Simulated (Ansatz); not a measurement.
The cluster PtAu₃⁻. The state is a singlet with charge -1. Geometry PBE-D4/def2-SVPD; atoms count from 1.

Cartesian coordinates in Å:
```
Pt 0.2450 0.3566 0.1811
Au -1.9504 -1.0717 0.2453
Au 0.0966 -1.5821 -1.5732
Au 1.6088 2.2972 1.1467
```

In the def2 sets Au, Pt take a core potential; there is no spin–orbit coupling. The restricted singlet is unstable: a solution with broken spin symmetry lies lower. The structure comes from a short search, and lower isomers may exist.

Question: Estimate the Mulliken populations from the PBE0/def2-TZVPD orbitals of Ansatz.

Answer: 
```json
{"atom": "Pt1", "charge (e)": "-0.24", "d electrons": "9.13"}
{"atom": "Au2", "charge (e)": "-0.20", "d electrons": "9.87"}
{"atom": "Au3", "charge (e)": "-0.20", "d electrons": "9.87"}
{"atom": "Au4", "charge (e)": "-0.36", "d electrons": "9.85"}
```
Mulliken values depend strongly on the basis. With diffuse functions, as here, like atoms can get unlike values, and bond orders can come out too low or too high.

Question: And the Mayer bond orders between heavy atoms (over 0.3)?

Answer: Pt1–Au2 0.78 (2.62 Å); Pt1–Au3 0.78 (2.62 Å); Pt1–Au4 0.87 (2.56 Å); Au2–Au3 0.47 (2.79 Å).
